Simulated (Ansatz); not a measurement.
Isolated molecules relaxed with PBE0-D4/def2-TZVP in Ansatz; ΔE leaves out vibrations. CCSD(T)/CBS is the MP2 limit (def2-TZVPP, def2-QZVPP) plus CCSD(T) − MP2 in def2-TZVPP, frozen cores. DFT in def2-TZVPP. def2 core potentials past Kr. For Sn outer-core shells are correlated without core-valence functions, which leaves a few kJ/mol of doubt a bond. One conformer a species, not always the lowest.

`BN[SiH2]O` + `[SiH3][SnH2][SiH3]` → `O[SiH2][SnH2][SiH3]` + `BN[SiH3]`  (redistribution)

Question: Is it downhill or uphill in electronic energy at CCSD(T)/CBS, and by how much? (Estimate.)

Answer: Ansatz gave: Uphill: ΔE = +0.34 eV.

Question: What do these levels give: ωB97M-V, r2SCAN, PBE0, MP2/def2-TZVPP, SCS-MP2/def2-TZVPP, HF/CBS(def2)? (An estimate is asked.)

Answer: Ansatz gave: ωB97M-V 0.34, r2SCAN 0.34, PBE0 0.34, MP2/def2-TZVPP 0.35, SCS-MP2/def2-TZVPP 0.34, HF/CBS(def2) 0.34 eV.

Largest T1 diagnostic among the species: 0.013.
